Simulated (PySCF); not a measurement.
Identify the compound

An unknown has the formula C₂H₆Cl₄P₂Si. Its calculated NMR data are:

¹H NMR (600 MHz, computed): δ 2.73 (m, 2H), 1.67 (m, 4H).

¹³C{¹H} NMR (computed): δ 121.7 (C), 62.2 (CH2).

PySCF 2.14 calculation with structure optimised with GFN2-xTB and σ from GIAO-PBE0/pcSseg-1; in vacuum, one computed conformer, relativity neglected, fast rotation and ring inversion assumed for equivalent nuclei.

References, each an isolated molecule treated in the same way: ¹H, ¹³C against TMS.

Deduce the structure.

Results:


1. 2 carbon signals for 2 carbons: no two carbons are equivalent.
2. Carbon types of the structure: 1 × C, 1 × CH2, leaving 4 H on heteroatoms.
3. δC 121.7: fully substituted sp3 carbon bonded to 3 Cl; 3 electronegative neighbours deshield it.
4. δC 62.2: sp3 CH2 bonded to Si.
5. δH 2.73: hydrogen on an sp3 CH2 bonded to Si.
6. δH 1.67: hydrogen on a phosphorus bonded to Si.

These data were computed for `InChI=1S/C2H6Cl4P2Si/c3-2(4,5)1-9(6,7)8/h1,7-8H2`.

The shifts were computed for this structure.

Carbons that carry Cl, above all several Cl atoms, come out too deshielded, partly because spin–orbit coupling is missing. Splittings by ³¹P in the carbon and heteronuclear signals aren't shown, as no couplings were computed. Shifts are as computed. Against solution values, carbons near 30 ppm lie about +3 ppm off and those near 130 ppm about +5 ppm; carbons on Cl a further +6 ppm. Of 1211 compounds with measured shifts, 218 miss one by over three times the rms of a fit or turn the order of signals round; such compounds aren't used in these exercises. Multiplicities follow the n + 1 count of equivalent neighbours, as no J values were calculated; m marks all less simple cases, F and P coupling included.
